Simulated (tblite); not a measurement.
Compound: C7H10AlN.
Geometry (GFN2-xTB, Å), atoms numbered from 1 in this order:
```
atom  x, y, z in Å
C1    -3.1734   -1.3288    0.6658
C2    -1.8466   -1.4040    0.5586
Al3   -0.8298    0.1808   -0.0500
C4    -1.6054    1.9129   -0.6320
N5     0.9998   -0.0005   -0.0580
C6     1.7176   -1.1173    0.3042
C7     3.0523   -0.8722    0.1719
C8     3.1817    0.4566   -0.2924
C9     1.9196    0.9562   -0.4207
H10   -3.7081   -0.4225    0.4152
H11   -3.7945   -2.1495    1.0031
H12   -1.3837   -2.3548    0.8309
H13   -0.9682    2.4195   -1.3648
H14   -1.7441    2.6144    0.1974
H15   -2.5878    1.7822   -1.0960
H16    1.2100   -2.0085    0.6284
H17    3.8555   -1.5539    0.3775
H18    4.1011    0.9690   -0.5031
H19    1.5942    1.9296   -0.7436
```

Method: GFN2-xTB as coded in tblite; computed harmonic values from a numerical Hessian at the method's own geometry, unscaled. This tight-binding method is rough: wavenumbers can miss measured ones by several per cent, in bad cases by 10 to 20. One conformer, not necessarily the lowest. The optimisation stopped once no atom felt more than 0.01 eV/Å.

Lowest wavenumbers of the output (negative numbers stand for imaginary wavenumbers):
```
mode    cm-1
  1     -24.2
  2       4.1
  3      55.9
  4      75.4
  5      92.4
  6     108.5
  7     153.7
  8     195.9
  9     207.2
 10     383.8
```

Q: Is this structure a minimum?

A: Not by this Hessian. 1 mode is imaginary beyond 20i (24i cm⁻¹), so at this level the point lies at or near a first-order saddle. The curvature is small, so loose convergence or finite differences may be the whole cause.

Q: Which atoms move in the imaginary mode?

A: 24i: H14 (methyl hydrogen) 32 %, H13 (methyl hydrogen) 22 %, H15 (methyl hydrogen) 15 %. These are shares of the mass-weighted motion.

Q: What is the remedy?

A: Step along that mode in both directions, optimise again with tighter thresholds and repeat the frequencies. The zero-point energy of this point (90.3 kcal/mol) counts the 50 real modes alone, and thermal corrections from it aren't those of a minimum.

Hardware: Arm Neoverse V1, one thread, shared host. Cost: 0.84 s. This covers the Hessian and the dipole derivatives.
